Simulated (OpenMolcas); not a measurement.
Ir4+ among 5 point charges of -2 e arranged as a square pyramid (C4v), 1.79 Å from the ion, with the axial distance 1.951 Å.

| Item | Value |
| --- | --- |
| Program | OpenMolcas 26.06 |
| Method | SS-CASPT2, IPEA 0.25 Eh, imaginary shift 0.1 Eh (closed shells correlated: 4f 5s 5p) |
| Basis | ANO-RCC-VDZP [7s6p4d2f] |
| Scalar Hamiltonian | DKH2, point nucleus |
| Active space | 5 electrons in 5 orbitals (5d) |
| State averaging | 2S+1 = 6 even, 1 root; 2S+1 = 4 even, 24 roots; 2S+1 = 2 even, 75 roots |
| Spin-orbit coupling | state interaction with AMFI integrals over the reference wave functions |

What is the spin-free ground state?

A state of multiplicity 6, 1-fold in its orbital part, 100 % from free-ion S terms; it has the highest spin that d5 allows.

What are the lowest two levels with spin-orbit coupling?

A 2-fold level with g = 1.10, 4.71, 4.71, then a 2-fold level 1730 cm-1 above it. Their leading multiplicities are 4 (55 %) and 4 (47 %).

What is χT at 300 K?

1.78 cm3 K/mol.

Spin-orbit coupling mixes the spin-free states strongly: the lowest level takes only 33 % from its leading state, 2S+1 = 6. This shell can be high or low spin here, a state of another spin lies low, and with metal d orbitals alone active their balance is uncertain, so the ground spin may be wrong. Point charges give a weaker field than real ligands, and real ions of this kind are as a rule low spin; the high spin found here belongs to the model. Free-ion shares, where given, are those of the reference states; single-state CASPT2 does not remix them. This is an electrostatic model: the charges have no orbitals. An unlabelled pair can be two single states that coincide in this model. No measured value stands beside these numbers.
